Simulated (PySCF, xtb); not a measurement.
B(Me)2(NH2) (C₂H₈BN), SMILES CB(C)N. The values are those of a single conformer.

Harmonic wavenumbers (cm⁻¹) from GFN2-xTB run with xtb 6.7.1 at its own minimum, in rising order: 36, 74, 285, 343, 355, 549, 612, 724, 804, 827, 850, 914, 920, 1188, 1387, 1394, 1402, 1502, 1504, 1508, 1515, 1550, 3014, 3017, 3021, 3024, 3031, 3034, 3478, 3514.

### Question
What does PySCF with TPSSh-D3(BJ)/def2-SVP give at its own minimum? (Estimate from the structure and the level; the computed values follow.)

### Answer
81, 133, 300, 355, 385, 557, 589, 714, 791, 817, 871, 915, 949, 1203, 1315, 1352, 1374, 1451, 1456, 1469, 1487, 1614, 3010, 3014, 3080, 3084, 3096, 3097, 3560, 3660. Paired by order, the mean absolute difference is 38 cm⁻¹ and the zero-point energies are 64.9 and 65.4 kcal/mol.
